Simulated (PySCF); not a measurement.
Choosing a molecule for a target property.

Each SMILES stands for a single optimised conformer of the isolated species, non-relativistic unless stated; the electronic structure was computed with PySCF and density fitting.

The conformers computed, where there is a choice (atom-mapped SMILES and torsion angles):
- `[CH3:1][NH:2][C:3](=[O:4])[C@H:5]([SiH3:6])[O:7][SiH3:8]`: C1–N2–C3–O4 -1°, N2–C3–C5–Si6 -78°, C3–C5–O7–Si8 13°
- `[CH2:1]=[C:2](/[CH:3]=[CH:4]\[O:5]/[CH:6]=[CH:7]/[F:8])[SiH2:9][CH3:10]`: C1–C2–C3–C4 173°, C3–C4–O5–C6 157°, C4–O5–C6–C7 -13°, C1–C2–Si9–C10 8°
- `[CH3:1][C@H:2]([CH:3]=[O:4])[O:5][SiH2:6][NH:7][SiH3:8]`: C1–C2–C3–O4 -115°, C1–C2–O5–Si6 105°, C2–O5–Si6–N7 -167°, O5–Si6–N7–Si8 -170°
- `[CH:1]#[C:2][Si@H:3]1[C@H:4]([F:5])[C@@H:6]1[O:7][CH:8]([CH3:9])[CH3:10]`: C4–C6–O7–C8 96°, C6–O7–C8–C9 171°

**Question.** Wanted: smallest rotational constant between 0.47 GHz and 0.7 GHz (GFN2-xTB) and HOMO energy above -6.8 eV (PBE0/pcSseg-1), at GFN2-xTB geometries. Which candidate meets both?
A. `C#C[Si@H]1[C@H](F)[C@@H]1OC(C)C`
B. `CNC(=O)[C@H]([SiH3])O[SiH3]`
C. `C[C@H](C=O)O[SiH2]N[SiH3]`
D. `C=C(/C=C\O/C=C/F)[SiH2]C`

**Answer.** A. Computed values:
```
                        species  smallest rotational constant  HOMO energy
       C=C(/C=C\O/C=C/F)[SiH2]C                     0.430 GHz     -6.40 eV
C#C[Si@H]1[C@H](F)[C@@H]1OC(C)C                     0.508 GHz     -6.75 eV
      C[C@H](C=O)O[SiH2]N[SiH3]                     0.579 GHz     -6.90 eV
    CNC(=O)[C@H]([SiH3])O[SiH3]                     0.759 GHz     -7.42 eV
```

**Question.** Wanted: dipole moment below 3 D (PBE0/pcSseg-1) and HOMO–LUMO gap above 5.5 eV (PBE0/pcSseg-1), at GFN2-xTB geometries. Which candidate meets both?
A. `C[C@H](C=O)O[SiH2]N[SiH3]`
B. `C#C[Si@H]1[C@H](F)[C@@H]1OC(C)C`
C. `CNC(=O)[C@H]([SiH3])O[SiH3]`
D. `C=C(/C=C\O/C=C/F)[SiH2]C`

**Answer.** B. Computed values:
```
                        species  dipole moment  HOMO–LUMO gap
       C=C(/C=C\O/C=C/F)[SiH2]C         1.62 D        5.36 eV
C#C[Si@H]1[C@H](F)[C@@H]1OC(C)C         2.07 D        6.16 eV
      C[C@H](C=O)O[SiH2]N[SiH3]         4.06 D        5.62 eV
    CNC(=O)[C@H]([SiH3])O[SiH3]         5.19 D        7.41 eV
```
